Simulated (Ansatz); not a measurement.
Two isomers of CH7GeNSi: A = `N=[C]([SiH3])[GeH3]`, B = `[GeH3][CH]1N[SiH2]1`.

Isolated molecules relaxed with PBE0-D4/def2-TZVP in Ansatz; ΔE leaves out vibrations. CCSD(T)/CBS is the MP2 limit (def2-TZVPP, def2-QZVPP) plus CCSD(T) − MP2 in def2-TZVPP, frozen cores. Functionals use def2-TZVPP. B3LYP here is the variant with VWN-RPA as its local correlation; programs differ in this. For Ge outer-core shells are correlated without core-valence functions, which leaves a few kJ/mol of doubt a bond. Scalar relativity is left out up to krypton. One conformer a species, not always the lowest.

A:

```xyz
11

N     0.8910   -1.5534   -0.4593
C     0.2423   -0.5166   -0.1054
Si   -1.1384   -0.7513    1.1692
Ge    0.6363    1.2868   -0.8388
H     1.6206   -1.3444   -1.1486
H    -0.8317    0.0910    2.3571
H    -1.2570   -2.1776    1.5530
H    -2.4127   -0.2550    0.5819
H     1.8135    1.1068   -1.8156
H    -0.5865    1.8523   -1.5796
H     1.0226    2.2614    0.2861
```

B:

Z-matrix (Å, degrees):
```
Ge
C 1 1.945
H 1 1.541 2 109.8
H 1 1.541 2 110.9 3 120.4
H 1 1.538 2 108.9 3 -119.7
N 2 1.507 1 114.6 3 170.6
Si 2 1.830 1 125.2 3 99.4
H 2 1.092 1 114.6 3 -51.7
H 6 1.010 2 115.2 1 124.0
H 7 1.480 2 117.9 1 -151.6
H 7 1.477 2 123.9 1 2.8
```

Problem. Which isomer does CCSD(T)/CBS put lower? Give the gap. (Best estimate.)

Solution. Ansatz gave: B, by 0.7 kcal/mol.

Problem. Give E(B) − E(A) in kcal/mol with MP2/def2-TZVPP, CCSD(T)/def2-TZVPP, HF/def2-TZVPP, B3LYP, B2PLYP, PBE0-D4, B3LYP-D4. (Best estimate.)

Solution. The calculation gave: MP2/def2-TZVPP -3.2, CCSD(T)/def2-TZVPP 0.6, HF/def2-TZVPP 4.9, B3LYP 2.2, B2PLYP 0.7, PBE0-D4 -2.9, B3LYP-D4 2.1. The order is the other way round with CCSD(T)/def2-TZVPP, HF/def2-TZVPP, B3LYP, B2PLYP, B3LYP-D4.

Largest T1 diagnostic: 0.013.

From PBE to PBE0 (25 % exact exchange), in def2-TZVPP and without D4, E(B) − E(A) moves by −1.9 kcal/mol. In def2-TZVPP, CCSD(T) changes the Hartree–Fock value by −4.3 kcal/mol (the triples alone add +0.1 kcal/mol) and MP2 by −8.1 kcal/mol.
